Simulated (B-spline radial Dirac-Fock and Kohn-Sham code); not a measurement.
## Satellites and hypersatellites of the K lines of Lu²⁰⁺

System: lutetium as Lu²⁰⁺, configuration 1s2 2s2 2p6 3s2 3p6 3d10 4s2 4p6 4d10 4f5.

Method: Dirac-Fock ΔSCF + Breit + QED. Computed with an atomic code on a B-spline grid. Each two-hole energy is an average over J within one jj subconfiguration, not an observable level; in light atoms, where LS coupling holds, the j-resolved values are not observed lines, and for a K spectator the Kα1 hypersatellite is nearly forbidden. Electron correlation is not included.

Lines without a spectator: Kα2 (K-L2) 52958.7 eV, Kα1 (K-L3) 54063.1 eV, Kβ3 (K-M2) 61038.0 eV, Kβ1 (K-M3) 61277.5 eV. Shifts in eV with one spectator hole (a dash: not computed, or left out as unreliable):

```csv
spectator hole,Kα2,Kα1,Kβ3,Kβ1
K (1s),+922.8,+986.4,+1193.4,+1208.2
L2 (2p1/2),+115.7,+154.3,–,+299.0
L3 (2p3/2),+90.7,+98.2,+230.7,–
M2 (3p1/2),–,+23.77,+47.5,+56.4
M3 (3p3/2),+13.56,–,+41.6,+42.1
M4 (3d3/2),+4.46,+1.01,–,–
M5 (3d5/2),-0.71,+3.03,–,–
```
